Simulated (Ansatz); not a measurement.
Relaxation of CH6AlNO2Si (12 atoms, charge 0, multiplicity 1), to a largest force component of 0.02 eV/Å in at most 40 steps.

Method: RKS PBE-D4/STO-3G (Ansatz).

```xyz
12
Properties=species:S:1:pos:R:3:forces:R:3
O 0.929 2.303 1.407 -2.47 -1.52 2.90
Al -0.130 0.827 1.180 1.44 2.69 -2.24
N -1.346 0.659 -0.304 4.67 4.53 0.23
C -0.643 -0.310 -1.220 -5.67 -0.45 0.88
O -0.338 -1.534 -0.588 1.27 -3.18 0.81
Si 0.803 -1.140 0.672 0.23 -0.98 2.04
H 1.411 2.433 0.551 0.50 -0.07 -2.31
H -2.166 0.273 0.076 -3.82 -2.38 0.78
H -1.462 -0.551 -1.956 0.54 -0.13 -0.44
H 0.151 0.133 -1.729 2.69 1.91 -1.55
H 2.154 -1.029 0.154 0.37 -0.32 -0.18
H 0.714 -2.119 1.789 0.24 -0.10 -0.92
```

Where does it end, and by what steps?

The run converged. Limits of this set-up: minimal basis. After 21 steps the energy has fallen by 2.319 eV; H7 moved furthest, 1.64 Å.

```json
{"step": "0", "energy less start (eV)": "0.0000", "largest force component (eV/Å)": "5.667", "accepted": "yes"}
{"step": "1", "energy less start (eV)": "-1.4121", "largest force component (eV/Å)": "1.190", "accepted": "yes"}
{"step": "2", "energy less start (eV)": "-1.6174", "largest force component (eV/Å)": "1.012", "accepted": "yes"}
{"step": "3", "energy less start (eV)": "-1.7399", "largest force component (eV/Å)": "1.619", "accepted": "yes"}
{"step": "4", "energy less start (eV)": "-1.9021", "largest force component (eV/Å)": "1.167", "accepted": "yes"}
{"step": "5", "energy less start (eV)": "-2.0332", "largest force component (eV/Å)": "0.863", "accepted": "yes"}
{"step": "6", "energy less start (eV)": "-2.1362", "largest force component (eV/Å)": "0.656", "accepted": "yes"}
{"step": "7", "energy less start (eV)": "-2.2146", "largest force component (eV/Å)": "0.377", "accepted": "yes"}
{"step": "8", "energy less start (eV)": "-2.2411", "largest force component (eV/Å)": "0.685", "accepted": "yes"}
{"step": "9", "energy less start (eV)": "-2.2776", "largest force component (eV/Å)": "0.613", "accepted": "yes"}
{"step": "10", "energy less start (eV)": "-2.2880", "largest force component (eV/Å)": "0.097", "accepted": "yes"}
{"step": "11", "energy less start (eV)": "-2.2921", "largest force component (eV/Å)": "0.606", "accepted": "yes"}
{"step": "12", "energy less start (eV)": "-2.2971", "largest force component (eV/Å)": "0.267", "accepted": "yes"}
{"step": "13", "energy less start (eV)": "-2.2944", "largest force component (eV/Å)": "0.483", "accepted": "no"}
{"step": "14", "energy less start (eV)": "-2.3030", "largest force component (eV/Å)": "0.076", "accepted": "yes"}
{"step": "15", "energy less start (eV)": "-2.3116", "largest force component (eV/Å)": "0.086", "accepted": "yes"}
{"step": "16", "energy less start (eV)": "-2.2853", "largest force component (eV/Å)": "1.203", "accepted": "no"}
{"step": "17", "energy less start (eV)": "-2.3162", "largest force component (eV/Å)": "0.078", "accepted": "yes"}
{"step": "18", "energy less start (eV)": "-2.3191", "largest force component (eV/Å)": "0.034", "accepted": "yes"}
{"step": "19", "energy less start (eV)": "-2.3135", "largest force component (eV/Å)": "0.165", "accepted": "no"}
{"step": "20", "energy less start (eV)": "-2.3194", "largest force component (eV/Å)": "0.029", "accepted": "yes"}
{"step": "21", "energy less start (eV)": "-2.3195", "largest force component (eV/Å)": "0.020", "accepted": "yes"}
```

```xyz
12
Properties=species:S:1:pos:R:3
O 0.783 2.322 1.777
Al 0.444 0.916 0.838
N -0.779 0.784 -0.410
C -0.803 -0.537 -1.148
O -0.399 -1.706 -0.341
Si 1.017 -1.266 0.638
H 0.127 3.023 1.387
H -1.505 1.438 -0.790
H -1.850 -0.747 -1.502
H -0.161 -0.473 -2.084
H 2.240 -1.618 -0.098
H 0.964 -2.192 1.767
```

Whether the end is a true minimum wasn't checked by a vibrational analysis.

The run took 67 s on 1 thread of Arm Neoverse V2, on a shared host, peak memory 0.17 GiB.
